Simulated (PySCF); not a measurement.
## Two-photon absorption: `[C-]#[N+][SiH2][SiH2]F`, CH4FNSi2

Geometry:
```csv
atom,x (Å),y (Å),z (Å)
C1,2.284,1.086,-1.604
N2,1.735,0.443,-0.781
Si3,0.812,-0.466,0.409
Si4,-1.418,0.160,0.031
F5,-2.354,-0.612,1.119
H6,1.065,-1.914,0.168
H7,1.309,-0.080,1.758
H8,-1.579,1.630,0.215
H9,-1.841,-0.240,-1.341
```

The calculation used TDDFT wB97X-D/aug-cc-pVDZ excited states, vertical, gas phase (PySCF). Geometry: PBE0-D3(BJ)/def2-SVP.

(1) Give the one- and two-photon strengths of the lowest singlets.

## Answers

(1) δ for parallel linear polarisation; σ at the peak of a Lorentzian of half width 0.1 eV, single beam; Ω is circular over linear.
| state | E (eV) | f | photon λ (nm) | δ (au) | σ (GM) | Ω | main |
| --- | --- | --- | --- | --- | --- | --- | --- |
| S1 | 6.32 | 0.026 | 393 | 0.69 | 0.01 | 1.49 | HOMO→LUMO 0.90 |
| S2 | 7.15 | 0.036 | 347 | 2.24 | 0.04 | 1.50 | HOMO→LUMO+3 0.79 |
| S3 | 7.46 | 0.023 | 333 | 4.07 | 0.08 | 0.52 | HOMO−1→LUMO+4 0.48, HOMO−1→LUMO 0.19 |
| S4 | 7.47 | 0.047 | 332 | 0.86 | 0.02 | 1.38 | HOMO−1→LUMO+3 0.65, HOMO−1→LUMO+10 0.09 |
| S5 | 7.57 | 0.002 | 328 | 0.62 | 0.01 | 1.50 | HOMO−2→LUMO 0.56, HOMO−3→LUMO 0.25 |

Among these, the strongest one-photon state is S4, the strongest two-photon state S3, with a dipole change of 3.1 D (relaxed, norm of the difference vector).
